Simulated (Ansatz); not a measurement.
Process, species as SMILES: CO[SiH3] [methoxysilane] → [SiH3] (SiH3) + C[O] (the O-Si bond at the site shown breaks; other sites are not compared here)
Each molecule is optimised on its own at B3LYP-D3(BJ)/def2-TZVP (Ansatz, an electronic-structure program).

Wanted: bond dissociation energy (electronic energy difference), in kJ/mol. Correlated levels leave the core frozen unless marked. UHF or UKS for open shells. No spin-orbit coupling. No relativistic terms. CBS marks a two-point X^-3 extrapolation of the correlation energy; Hartree-Fock from the larger set. [CCSD(T)-MP2]/basis is that difference in the basis named.

RI-MP2/CBS(aug-cc-pV(T+d)Z,aug-cc-pV(Q+d)Z)+[CCSD(T)-MP2]/aug-cc-pV(T+d)Z (Ansatz) gives 489.0 kJ/mol.

### Question
Another calculation gave 478.1 kJ/mol. Which level was it?
A. B97M-V/def2-TZVPD (Ansatz)
B. r2SCAN/def2-TZVPD (Ansatz)
C. wB97M-V/def2-TZVPD (Ansatz)
D. revPBE/def2-TZVPD (Ansatz)

### Answer
C, wB97M-V/def2-TZVPD (Ansatz). The others give 458.1 (B97M-V), 442.6 (r2SCAN), 417.2 (revPBE) kJ/mol.
